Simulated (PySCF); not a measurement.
# input.py for As⁻

Input:

```python
from pyscf import gto, scf, cc

mol = gto.M(
    atom='As 0 0 0',
    basis='6-31g',
    charge=-1,
    spin=2,
    verbose=4,
)
mf = scf.UHF(mol)
mf.kernel()
mycc = cc.CCSD(mf, frozen=9)
mycc.kernel()
mycc.ccsd_t()
mf.dip_moment()
print('orbital energies (hartree):', [e[max(0, n-3):n+3].round(4) for e, n in zip(mf.mo_energy, mol.nelec)])
```

```bash
$ OMP_NUM_THREADS=1 python input.py
```

The log (some set-up lines and the per-cycle HOMO/LUMO lines with their warnings removed):

```
PySCF version 2.14.0

[INPUT] verbose = 4
[INPUT] num. atoms = 1
[INPUT] num. electrons = 34
[INPUT] charge = -1
[INPUT] spin (= nelec alpha-beta = 2S) = 2
[INPUT] symmetry False subgroup None
[INPUT] Mole.unit = angstrom
[INPUT] Symbol           X                Y                Z      unit          X                Y                Z       unit  Magmom
[INPUT]  1 As     0.000000000000   0.000000000000   0.000000000000 AA    0.000000000000   0.000000000000   0.000000000000 Bohr   0.0

nuclear repulsion = 0
number of shells = 11
number of NR pGTOs = 90
number of NR cGTOs = 27
basis = 6-31g
ecp = {}

******** <class 'pyscf.scf.uhf.UHF'> ********
method = UHF
initial guess = minao
damping factor = 0
level_shift factor = 0
DIIS = <class 'pyscf.scf.diis.CDIIS'>
diis_start_cycle = 1
diis_space = 8
diis_damp = 0
SCF conv_tol = 1e-09
SCF conv_tol_grad = None
SCF max_cycles = 50
direct_scf = True
direct_scf_tol = 1e-13
number electrons alpha = 18  beta = 16
Set gradient conv threshold to 3.16228e-05
init E= -2232.73433645419

cycle= 1 E= -2233.81550366088  delta_E= -1.08  |g|= 0.164  |ddm|= 0.893
cycle= 2 E= -2233.82897736919  delta_E= -0.0135  |g|= 0.0915  |ddm|= 0.389
cycle= 3 E= -2233.83016761242  delta_E= -0.00119  |g|= 0.00584  |ddm|= 0.0385
cycle= 4 E= -2233.83022364344  delta_E= -5.6e-05  |g|= 0.00215  |ddm|= 0.0191
cycle= 5 E= -2233.83023476007  delta_E= -1.11e-05  |g|= 0.000724  |ddm|= 0.0103
cycle= 6 E= -2233.83023642496  delta_E= -1.66e-06  |g|= 0.000136  |ddm|= 0.0051
cycle= 7 E= -2233.83023648057  delta_E= -5.56e-08  |g|= 3.38e-05  |ddm|= 0.000944
cycle= 8 E= -2233.83023648374  delta_E= -3.17e-09  |g|= 3.72e-06  |ddm|= 0.000203
cycle= 9 E= -2233.83023648377  delta_E= -2.77e-11  |g|= 3.83e-07  |ddm|= 1.82e-05
Extra cycle  E= -2233.83023648377  delta_E= -4.55e-13  |g|= 1.42e-07  |ddm|= 1.1e-06
converged SCF energy = -2233.83023648377  <S^2> = 2.0011448  2S+1 = 3.0007631

******** <class 'pyscf.cc.uccsd.UCCSD'> ********
CC2 = 0
CCSD nocc = (np.int64(9), np.int64(7)), nmo = (18, 18)
frozen orbitals 9
max_cycle = 50
direct = 0
conv_tol = 1e-07
conv_tol_normt = 1e-06
diis_space = 6
diis_start_cycle = 0
diis_start_energy_diff = 1e+09
Init t2, MP2 energy = -0.162209863818784
Init E_corr(UCCSD) = -0.162209863818807
cycle = 1  E_corr(UCCSD) = -0.155052620600228  dE = 0.00715724322  norm(t1,t2) = 0.0323791
cycle = 2  E_corr(UCCSD) = -0.158063640796048  dE = -0.0030110202  norm(t1,t2) = 0.0100362
cycle = 3  E_corr(UCCSD) = -0.158322472936615  dE = -0.000258832141  norm(t1,t2) = 0.00407821
cycle = 4  E_corr(UCCSD) = -0.15852298395087  dE = -0.000200511014  norm(t1,t2) = 0.00116904
cycle = 5  E_corr(UCCSD) = -0.158479973949  dE = 4.30100019e-05  norm(t1,t2) = 0.00056869
cycle = 6  E_corr(UCCSD) = -0.158491786783907  dE = -1.18128349e-05  norm(t1,t2) = 0.000177713
cycle = 7  E_corr(UCCSD) = -0.158490570861215  dE = 1.21592269e-06  norm(t1,t2) = 2.42766e-05
cycle = 8  E_corr(UCCSD) = -0.158490295541002  dE = 2.75320213e-07  norm(t1,t2) = 3.48815e-06
cycle = 9  E_corr(UCCSD) = -0.158490385802977  dE = -9.02619754e-08  norm(t1,t2) = 1.34279e-06
cycle = 10  E_corr(UCCSD) = -0.158490376865574  dE = 8.93740285e-09  norm(t1,t2) = 2.29295e-07
UCCSD converged
E(UCCSD) = -2233.988726860631  E_corr = -0.1584903768655742
UCCSD(T) correction = -0.00113600568544477

WARN: System has nonzero charge -1; the dipole moment is origin-dependent.
Location of origin: [0. 0. 0.]

Dipole moment(X, Y, Z, Debye):  0.00000,  0.00000,  0.00000
orbital energies (hartree): [array([-0.0849, -0.0849, -0.0423,  0.5142,  0.6013,  0.6013]), array([-1.7708, -0.3294,  0.002 ,  0.2796,  0.2796,  0.5524])]
```

In short: E(SCF) = -2233.830236 Eh, 9 cycles, E(CCSD) − E(SCF) = -0.15849 Eh, (T) = -0.00114 Eh, ⟨S²⟩ = 2.001.

Run time: 1.7 s on 1 thread of Arm Neoverse N1 (shared host).

The basis has no diffuse functions, which an anion needs. No search for the lowest solution was made.
